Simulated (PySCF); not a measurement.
A side-by-side comparison of computed properties.

First species: C3H2BrF.
SMILES: `FC1(Br)C=C1`

Second species: C₆H₇NO.
SMILES: `COC1=CC=NC=C1`

Levels: CAM-B3LYP/def2-SVPD for dipole moment, HOMO energy, LUMO energy, HOMO–LUMO gap, static isotropic polarisability and electronic spatial extent ⟨r²⟩ about the centre of nuclear charge; TDDFT CAM-B3LYP/def2-SVPD for lowest singlet excitation; TDA CAM-B3LYP/def2-SVPD for lowest triplet excitation (Tamm–Dancoff); ΔSCF CAM-B3LYP/def2-SVPD for vertical ionisation energy; PBE0-D3(BJ)/def2-SVP for rotational constant A and rotational constant C. Geometries: PBE0-D3(BJ)/def2-SVP. Each structure is a single optimised conformer of the isolated species, non-relativistic unless stated; the electronic structure was computed with PySCF and density fitting.

The conformers computed, where there is a choice (atom-mapped SMILES and torsion angles):
- `[CH3:1][O:2][c:3]1[cH:4][cH:5][n:6][cH:7][cH:8]1`: C1–O2–C3–C4 179°

Values for the first species:

| Item | Value |
| --- | --- |
| Dipole moment | 3.14 D |
| HOMO energy | -9.26 eV |
| LUMO energy | 0.17 eV |
| HOMO–LUMO gap | 9.43 eV |
| Lowest singlet excitation | 5.89 eV |
| Lowest triplet excitation (Tamm–Dancoff) | 4.69 eV |
| Static isotropic polarisability | 54.9 au |
| Vertical ionisation energy | 10.37 eV |
| Electronic spatial extent ⟨r²⟩ about the centre of nuclear charge | 593 bohr² |
| Rotational constant A | 6.671 GHz |
| Rotational constant C | 1.909 GHz |

Problem. Estimate the same properties for the second species, and the change in each.

Solution. 
```csv
property,first,second,second less first
dipole moment,3.14 D,3.28 D,+0.14 D
HOMO energy,-9.26 eV,-8.51 eV,+0.75 eV
LUMO energy,0.17 eV,0.58 eV,+0.41 eV
HOMO–LUMO gap,9.43 eV,9.09 eV,-0.34 eV
lowest singlet excitation,5.89 eV,5.36 eV,-0.53 eV
lowest triplet excitation (Tamm–Dancoff),4.69 eV,4.24 eV,-0.45 eV
static isotropic polarisability,54.9 au,80.0 au,+25.1 au
vertical ionisation energy,10.37 eV,9.21 eV,-1.16 eV
electronic spatial extent ⟨r²⟩ about the centre of nuclear charge,593 bohr²,951 bohr²,+358 bohr²
rotational constant A,6.671 GHz,5.324 GHz,-1.347 GHz
rotational constant C,1.909 GHz,1.225 GHz,-0.684 GHz
```

On the first: The principal polarisabilities are 46.7, 50.8 and 67.2 au; their mean is the isotropic value. The ΔSCF ionisation energy exceeds −ε(HOMO) by 1.11 eV with CAM-B3LYP. Relativistic effects, spin–orbit coupling among them, are left out although an element past zinc is present.

On the second: The polarisability is 11.85 Å³ as a volume (1 au = 0.148185 Å³), or 1.38 au for each of the 58 electrons. No computed singlet falls in the visible range (750 to 380 nm, 1.65 to 3.26 eV); S1 lies 2.10 eV above its blue end.
